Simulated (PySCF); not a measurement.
The complex FeF2 (charge 0) contains Fe(II), shell d6. The structure is a model geometry with rigid ligands and bond lengths from ionic radii, not a minimum; coordination linear, point group D∞h, metal–donor distances 1.84 Å.

```
3

Fe    0.000    0.000    0.000
F     0.000    0.000    1.840
F     0.000    0.000   -1.840
```

Method (PySCF 2.14, density fitting): CASSCF(6,5) with orbitals averaged over all microstates of the shell, strongly contracted NEVPT2 on the averaged canonical orbitals; basis x2c-TZVPall on the metal, x2c-SVPall elsewhere; spin-free X2C; gas phase; spin-orbit coupling by state interaction with the mean-field operator over all roots.

Task: What is the ground state?

Result: 5Δg (S = 2, orbital degeneracy 2), orbital occupations from the lowest 1.5 1.5 1.0 1.0 1.0, by NEVPT2.

Task: Where do the spin-allowed transitions within the shell lie?

Result: By NEVPT2: 5Πg at 8085 cm⁻¹ (1237 nm); 5Σg+ at 8304 cm⁻¹ (1204 nm). All are electric-dipole forbidden at this geometry.

Task: Which is the lowest state of another spin?

Result: 3Φg at 20282 cm⁻¹ by NEVPT2; CASSCF alone puts it at 21397 cm⁻¹ above the same ground state.

Task: What ligand-field parameters describe the result?

Result: At CASSCF level (the NEVPT2 levels don't fit a ligand-field model well): orbital energies 0, 0, 6007, 6007, 9453 cm⁻¹; B = 1097 cm⁻¹; C = 4199 cm⁻¹; B over its free-ion value at the same level 0.928; rms of the fit 412 cm⁻¹; ζ = 397 cm⁻¹ (free ion 412).

Task: What magnetic behaviour follows?

Result: Degenerate or low-lying orbital states mix with the ground state, so no spin-only Hamiltonian applies. The lowest spin-orbit level is 2-fold; the next lies at 199.2 cm⁻¹. The two lowest states form a pseudo-doublet split by 0.000 cm⁻¹ with g_z = 12.01. μeff is 6.23 μB at 300 K and 6.05 μB at 10 K; the spin-only value is 4.90 μB.

NEVPT2 lifts 5Πg from 6455 to 8085 cm⁻¹; on the d shell alone such lifts tend to overshoot. Gaps between spin states lean to high spin in this active space.

The job took 5.8 s on one thread of Arm Neoverse V2 (shared host), with 76 basis functions, launched as `OMP_NUM_THREADS=1 python lf_run.py task.json out`.
